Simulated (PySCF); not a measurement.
Spinor energies of Ru³⁰⁺ (ruthenium, charge +30)

Start: [Ne] 3s2 3p2; 3p1/2 filled at m_j = -1/2, +1/2. Calculated with PySCF 2.14 in an even-tempered Gaussian basis (19 s from 4.9 bohr⁻², ratio 2.4; 13 p from 6.4 bohr⁻², ratio 2.4; 5 d from 23 bohr⁻², ratio 2.6; 4 f from 35 bohr⁻², ratio 2.6): generalised Hartree-Fock with the X2C-1e Hamiltonian and a Gaussian nucleus; one run each with spin-orbit coupling (SO) switched off, then screened by Boettger's factors.

```csv
spinor shell,electrons,"ε, spin-free (eV)","ε, screened SO (eV)",weight of nominal j (screened SO),"rms radius, screened SO (bohr)"
1s1/2,2,-23813.5,-23809.8,1.000,0.0384
2s1/2,2,-4781.2,-4779.3,1.000,0.155
2p1/2,2,-4442.7,-4539.1,1.000,0.134
2p3/2,4,-4442.7,-4395.3,1.000,0.139
3s1/2,2,-1818.5,-1817.6,1.000,0.378
3p1/2,2,-1725.6,-1739.7,1.000,0.365
```

```json
{"quantity": "E (hartree)", "spin-free": "-3855.46084", "screened SO": "-3857.33715"}
{"quantity": "M_J", "spin-free": "0", "screened SO": "0"}
{"quantity": "⟨J²⟩", "spin-free": "2.001", "screened SO": "0.000"}
{"quantity": "⟨L²⟩", "spin-free": "2.001", "screened SO": "1.336"}
{"quantity": "⟨S²⟩", "spin-free": "2.000", "screened SO": "1.336"}
```

Breit and QED terms are absent; they matter most for the inner s and p1/2 levels.

Densities and radii are taken from the X2C orbitals without a picture-change correction, which distorts them close to the nucleus.

Without spin-orbit coupling the j labels of p, d and f shells carry no meaning; the spin-free column gives the mean over the occupied spinors of each nl shell.
